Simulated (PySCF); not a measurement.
Se(Br)(OSiH3), SMILES O([SiH3])[Se]Br (H3BrOSeSi), PBE0/def2-SVP optimised geometry.

```
7

Se    -0.57     1.73     1.29
Br    -2.03     1.15     3.01
O     -1.04     0.59     0.00
Si    -0.46    -1.00     0.00
H      1.04    -1.00     0.00
H     -0.98    -1.60    -1.25
H     -0.96    -1.73     1.20
```

Density from PBE0/def2-TZVP run with PySCF 2.14.0 at that geometry.

Minimum of the electron density along straight lines between bonded atoms, close to the bond critical point (lines longer than 1.1 times the sum of covalent radii, or with two minima, are not listed):

```json
[
 {"bond": "Se1–Br2", "length / Å": "2.329", "ρ at the minimum / e bohr⁻³": "0.104", "∇²ρ there / e bohr⁻⁵": "-0.01", "position (fraction from the first atom)": "0.47"},
 {"bond": "Se1–O3", "length / Å": "1.787", "ρ at the minimum / e bohr⁻³": "0.164", "∇²ρ there / e bohr⁻⁵": "0.22", "position (fraction from the first atom)": "0.47"},
 {"bond": "O3–Si4", "length / Å": "1.697", "ρ at the minimum / e bohr⁻³": "0.124", "∇²ρ there / e bohr⁻⁵": "0.67", "position (fraction from the first atom)": "0.59"},
 {"bond": "Si4–H5", "length / Å": "1.492", "ρ at the minimum / e bohr⁻³": "0.122", "∇²ρ there / e bohr⁻⁵": "0.14", "position (fraction from the first atom)": "0.49"},
 {"bond": "Si4–H6", "length / Å": "1.488", "ρ at the minimum / e bohr⁻³": "0.123", "∇²ρ there / e bohr⁻⁵": "0.15", "position (fraction from the first atom)": "0.49"},
 {"bond": "Si4–H7", "length / Å": "1.490", "ρ at the minimum / e bohr⁻³": "0.123", "∇²ρ there / e bohr⁻⁵": "0.14", "position (fraction from the first atom)": "0.49"}
]
```
